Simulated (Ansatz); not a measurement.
Stretching the Si1–F2 bond in BrFSi (SMILES F[Si]Br) (multiplicity 1 held, fragments rigid). Energies count from the point at 1.609 Å.
Geometry at that point (charge 0, multiplicity 1):
```xyz
3

Si     0.5391     0.7188     1.0058
F      0.9684     1.8731    -0.0303
Br    -0.4647    -0.7692    -0.3945
```

Signs of static correlation in def2-SVP, from Ansatz (a program for electronic structure) runs.

| R (Å) | T1 of restricted CCSD | ⟨S²⟩ of UHF | largest double amplitude of restricted CCSD |
|---|---|---|---|
| 1.288 | 0.012 | 0.000 | 0.087 |
| 1.448 | 0.013 | 0.000 | 0.087 |
| 1.609 | 0.015 | 0.000 | 0.085 |
| 1.770 | 0.017 | 0.000 | 0.082 |
| 1.931 | 0.020 | 0.000 | 0.079 |
| 2.173 | 0.024 | 0.000 | 0.069 |
| 2.414 | 0.030 | 0.000 | ___ |
| 2.816 | 0.046 | 0.880 | ___ |
| 3.219 | 0.077 | 0.979 | 0.301 |
| 3.702 | 0.134 | 1.019 | 0.608 |
| 4.345 | 0.213 | 1.019 | 1.236 |
| 5.150 | 0.258 | 1.019 | 1.764 |

Some entries are withheld; supply them.


- 2.414, largest double amplitude of restricted CCSD: 0.092
- 2.816, largest double amplitude of restricted CCSD: 0.174

Doubts at one or more of the structures used: a restricted determinant that unrestricted orbitals would lower (R-CCSD(T)/def2-SVP); T1 above 0.05 (R-CCSD(T)/def2-SVP, U-CCSD(T)/def2-SVP); other coupled-cluster roots lie near (R-CCSD(T)/def2-SVP); a spin-contaminated determinant (U-CCSD(T)/def2-SVP).
